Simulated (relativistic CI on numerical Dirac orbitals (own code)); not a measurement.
**Xe: calculation against measurement**

Method of calculation: Dirac-Coulomb-Breit CI, orbitals from a KLI potential per configuration, QED by a radiative potential, valence Slater integrals scaled by 0.85, P86 correlation estimate, and configurations built on the next ion tied to the tabulated ionisation energy (semi-empirical) (own radial code, finite nucleus).

Configuration list (outside the closed core [Kr] 4d10 5s2): 5p6, 5p5 6s, 5p5 6p, 5p5 5d, 5p5 7s, 5p5 6d, 5p5 5f, 5p5 6f, 5p4 5d2, 5p5 7p, 5p5 4f, 5p5 7d, 5p5 5g, 5p5 7f. Levels of other configurations are missing.

| Configuration | Term (tabulated) | J | Measured (cm⁻¹) | Computed | Error | Purity (%) |
| --- | --- | --- | --- | --- | --- | --- |
| 5p6 | 1S | 0 | 0.0 | 0 | 0 | 99 |
| 5p5 6s | 2[3/2]° | 2 | 67067.5 | 68097 | 1030 | 99 |
| 5p5 6s | 2[3/2]° | 1 | 68045.2 | 69183 | 1138 | 58 |
| 5p5 6s | 2[1/2]° | 0 | 76196.8 | 77611 | 1414 | 62 |
| 5p5 6s | 2[1/2]° | 1 | 77185.0 | 78598 | 1413 | 36 |
| 5p5 6p | 2[1/2] | 1 | 77269.1 | 77203 | -66 | 73 |
| 5p5 6p | 2[5/2] | 2 | 78119.8 | 78024 | -95 | 50 |
| 5p5 6p | 2[5/2] | 3 | 78403.1 | 78192 | -211 | 100 |
| 5p5 6p | 2[3/2] | 1 | 78956.0 | 78769 | -187 | 58 |
| 5p5 6p | 2[3/2] | 2 | 79212.5 | 78927 | -286 | 76 |
| 5p5 5d | 2[1/2]° | 0 | 79771.3 | 81171 | 1400 | 61 |
| 5p5 6p | 2[1/2] | 0 | 80119.0 | 79785 | -334 | 61 |
| 5p5 5d | 2[7/2]° | 4 | 80196.6 | 81228 | 1031 | 99 |
| 5p5 5d | 2[3/2]° | 2 | 80322.7 | 81462 | 1140 | 61 |
| 5p5 5d | 2[5/2]° | 2 | 81925.5 | 82847 | 921 | 41 |
| 5p5 7s | 2[3/2]° | 2 | 85188.8 | 85378 | 189 | 96 |
| 5p5 6p | 2[3/2] | 1 | 88379.1 | 88549 | 170 | 55 |
| 5p5 6p | 2[3/2] | 2 | 89162.4 | 89224 | 62 | 39 |
| 5p5 6p | 2[1/2] | 1 | 89278.7 | 89397 | 118 | 40 |
| 5p5 6p | 2[1/2] | 0 | 89860.0 | 90313 | 453 | 34 |
| 5p5 5d | 2[5/2]° | 2 | 91152.7 | 92455 | 1302 | 48 |

Measured levels from NIST Handbook of Basic Atomic Spectroscopic Data (Sansonetti and Martin, J. Phys. Chem. Ref. Data 34, 1559 (2005)); pairs were made by configuration, J and term (by order where the table uses no LS term), so strongly mixed levels may be paired wrongly.

Mean error by configuration (cm⁻¹): 5p5 6s 1249; 5p5 6p -37; 5p5 5d 1159; 5p5 7s 189. Over the excited levels the mean absolute error is 648 cm⁻¹ (20 of the 26 excited levels that our extract of the source holds in range could be paired, and the others can miss by more), and the median relative error of those above 1,000 cm⁻¹ is 0.46 %.

Transition probabilities of persistent lines. The last column rescales the computed rate by the cube of measured over computed energy:

```csv
λ measured (Å),Lower,Upper,A tabulated (s⁻¹),A computed,A rescaled
1295.59 vacuum,5p6 1S_0,5p5 6s 2[1/2]°_1,2.53e+08,2.85e+08,2.70e+08
1469.61 vacuum,5p6 1S_0,5p5 6s 2[3/2]°_1,2.73e+08,3.28e+08,3.12e+08
```
